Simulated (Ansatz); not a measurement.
One change: `C[O][Ge]([O]C)([O]C)[O]C` becomes `C[O][Ge]([O]C)([O]C)[Si](Cl)(Cl)Cl`.

Ansatz, PBE0-D4/def2-TZVP geometries, multiplicity 1. Each molecule was computed in one conformer, which needn't be the lowest.

Scalar relativity is left out up to krypton.

```
                                          property  `C[O][Ge]([O]C)([O]C)[O]C`
  size of the dipole moment (B3LYP/def2-TZVPP) / D                        0.00
                 LUMO energy (PBE/def2-TZVPP) / eV                       -0.82
               HOMO energy (B3LYP/def2-TZVPP) / eV                       -7.84
size of the dipole moment (ωB97M-V/def2-TZVPP) / D                        0.00
             HOMO energy (ωB97M-V/def2-TZVPP) / eV                      -10.54
               HOMO–LUMO gap (PBE/def2-TZVPP) / eV                        5.63
```

Q: What does the change do to each property? (Best estimate.)

A: Ansatz gave: 
```csv
property,`C[O][Ge]([O]C)([O]C)[Si](Cl)(Cl)Cl`,shift
size of the dipole moment (B3LYP/def2-TZVPP) / D,1.40,1.40
LUMO energy (PBE/def2-TZVPP) / eV,-1.50,-0.68
HOMO energy (B3LYP/def2-TZVPP) / eV,-7.68,0.16
size of the dipole moment (ωB97M-V/def2-TZVPP) / D,1.36,1.36
HOMO energy (ωB97M-V/def2-TZVPP) / eV,-10.06,0.48
HOMO–LUMO gap (PBE/def2-TZVPP) / eV,4.98,-0.65
```

With PBE0 the HOMO rises by 0.18 eV and the LUMO falls by 0.90 eV, so the gap narrows by about 1.08 eV. PBE moves the HOMO by -0.03 eV and ωB97M-V by 0.48 eV.

B3LYP here is the variant with VWN-RPA as its local correlation; programs differ in this.
